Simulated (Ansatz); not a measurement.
`[NH2][Al]([Cl])[Br]`. The species carries charge 0 and has multiplicity 1.

Cartesian coordinates in Å:
```
N 0.6279 -0.4370 0.7106
Al -0.4091 0.3278 -0.4693
Cl -0.3542 2.3954 -0.7144
Br -1.7946 -0.9144 -1.7157
H 1.2740 0.0561 1.3045
H 0.6560 -1.4279 0.8842
```

Task: What are the harmonic wavenumbers in cm⁻¹ at PBE0-D4/def2-TZVP (Ansatz, finite differences of forces, unscaled)? (Estimate.)

Result: Ansatz gave: 125, 159, 211, 359, 375, 391, 546, 700, 870, 1559, 3615, 3710.

Task: Is this a minimum?

Result: Yes, all 12 modes are real.

Task: Give the ideal-gas thermochemistry at 298.15 K and 1 bar (rigid rotor, harmonic oscillator; point group Cs, symmetry number 1).

Result: Zero-point energy 75.5 kJ/mol; H(298) − E = 93.9 kJ/mol; entropy 340.4 J/(mol·K), of which translation 172.0, rotation 118.9, vibration 49.4; G(298) − E = -7.6 kJ/mol.

Task: And at 400, 500, 600, 800 and 1000 K?

Result: 
```
T (K)  H − E (kJ/mol)  S (J/mol/K)  G − E (kJ/mol)
  400           103.2        367.2           -43.7
  500           112.9        388.9           -81.5
  600           123.2        407.6          -121.4
  800           144.5        438.2          -206.1
 1000           166.8        463.1          -296.3
```
